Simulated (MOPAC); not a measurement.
MOPAC input (PM6):

```
PM6 FORCE THERMO(298,298) PRECISE LET CHARGE=1 GEO-OK AUX(PRECISION=9) THREADS=1
FMg

Mg    0.00000000 1    0.00000000 1   -0.78537497 1
F    -0.00000000 1   -0.00000000 1    1.02909356 1
```

### Question
Which zero-point energy does it print?

### Answer
1.17 kcal/mol, from the harmonic wavenumbers of PM6.
